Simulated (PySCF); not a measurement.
A series of related molecules.

All values: CAM-B3LYP/def2-SVPD (PySCF) at PBE0-D3(BJ)/def2-SVP geometries, gas phase, one conformer each. Core orbitals are frozen in the response; Δα² is half the sum of the squared differences of the principal polarisabilities. Atoms past krypton carry effective core potentials.

(1) Rank by dipole moment, highest first.
A. SnHMe2(NEt2) (`[H][Sn]([CH3])([CH3])[N](CC)CC`)
B. SnHMe2(OMe) (`[H][Sn]([CH3])([CH3])[O]C`)
C. SnHMe2(NHtBu) (`[H][Sn]([CH3])([CH3])[NH]C(C)(C)C`)
D. SnHMe2Cl (`[H][Sn]([CH3])([CH3])[Cl]`)
E. SnHMe2(SiMe3) (`[H][Sn]([CH3])([CH3])[Si](C)(C)C`)
F. SnHMe2(OtBu) (`[H][Sn]([CH3])([CH3])[O]C(C)(C)C`)

(2) Rank by HOMO energy, lowest first.
A. `[CH3][SnH]([CH3])[O]C` (SnHMe2(OMe))
B. `[Cl][SnH]([CH3])[CH3]` (SnHMe2Cl)
C. `CC[N](CC)[SnH]([CH3])[CH3]` (SnHMe2(NEt2))
D. `[CH3][SnH]([CH3])[c]1ccccc1` (SnHMe2Ph)
E. `[Si](C)(C)(C)[SnH]([CH3])[CH3]` (SnHMe2(SiMe3))
F. `CC(C)([NH][SnH]([CH3])[CH3])C` (SnHMe2(NHtBu))

(3) Rank by HOMO–LUMO gap, highest first.
A. SnHMe2Ph (`[c]1([SnH]([CH3])[CH3])ccccc1`)
B. SnHMe2(vinyl) (`[CH3][SnH]([CH3])[CH]=C`)
C. SnHMe2(NEt2) (`[N]([SnH]([CH3])[CH3])(CC)CC`)
D. SnHMe2(NHtBu) (`[NH]([SnH]([CH3])[CH3])C(C)(C)C`)
E. SnHMe2Cl (`[Cl][SnH]([CH3])[CH3]`)
F. SnHMe2(OMe) (`[CH3][SnH]([CH3])[O]C`)

Results:

(1) D (3.44 D), B (1.98 D), F (1.48 D), E (1.15 D), A (0.90 D), C (0.42 D).

(2) B (-9.43 eV), A (-8.59 eV), D (-8.35 eV), E (-8.05 eV), F (-7.59 eV), C (-7.00 eV).

(3) E (9.96 eV), B (9.69 eV), F (9.41 eV), A (8.95 eV), D (8.51 eV), C (7.93 eV).

All values together:

```
                           SMILES    formula  μ (D)  HOMO (eV)  LUMO (eV)  α (Å³)  Δα (Å³)  electrons  α per electron (Å³)  ΔSCF removal energy (eV)
        [H][Sn]([CH3])([CH3])[Cl]   C2H7ClSn   3.44      -9.43       0.53   11.85     1.69         86                0.138                     10.25
      [H][Sn]([CH3])([CH3])[CH]=C    C4H10Sn   0.56      -8.81       0.87   13.59     3.85         84                0.162                      9.51
   [H][Sn]([CH3])([CH3])[N](CC)CC   C6H17NSn   0.90      -7.00       0.93   18.25     2.00        110                0.166                         –
        [H][Sn]([CH3])([CH3])[O]C   C3H10OSn   1.98      -8.59       0.82   12.23     2.07         86                0.142                      9.31
    [H][Sn]([CH3])([CH3])[N](C)CC   C5H15NSn   0.89      -7.05       0.92   16.51     2.61        102                0.162                         –
     [H][Sn]([CH3])([CH3])[N](C)C   C4H13NSn   1.07      -7.09       0.90   14.82     1.80         94                0.158                         –
[H][Sn]([CH3])([CH3])[NH]C(C)(C)C   C6H17NSn   0.42      -7.59       0.91   18.25     3.29        110                0.166                         –
       [H][Sn]([CH3])([CH3])[NH]C   C3H11NSn   1.29      -7.55       0.89   12.98     2.43         86                0.151                      8.20
 [H][Sn]([CH3])([CH3])[Si](C)(C)C  C5H16SiSn   1.15      -8.05       0.89   19.91     3.24        110                0.181                         –
 [H][Sn]([CH3])([CH3])[O]C(C)(C)C   C6H16OSn   1.48      -8.49       0.81   17.48     2.88        110                0.159                         –
  [H][Sn]([CH3])([CH3])[c]1ccccc1    C8H12Sn   0.49      -8.35       0.59   19.87     7.75        110                0.181                         –
```

Conformers: `[H][Sn]([CH3])([CH3])[CH]=C`; `[H][Sn]([CH3])([CH3])[N](CC)CC`; `[H][Sn]([CH3])([CH3])[O]C`; `[H][Sn]([CH3])([CH3])[N](C)CC`; `[H][Sn]([CH3])([CH3])[N](C)C`; `[H][Sn]([CH3])([CH3])[NH]C(C)(C)C`; `[H][Sn]([CH3])([CH3])[NH]C`; `[H][Sn]([CH3])([CH3])[O]C(C)(C)C`; `[H][Sn]([CH3])([CH3])[c]1ccccc1`.

A dash marks a removal energy that wasn't run or isn't settled.

Task: How closely does the mean polarisability follow the number of electrons in this set?

Result: The correlation coefficient is 0.96; α per electron runs from 0.138 to 0.181 Å³.
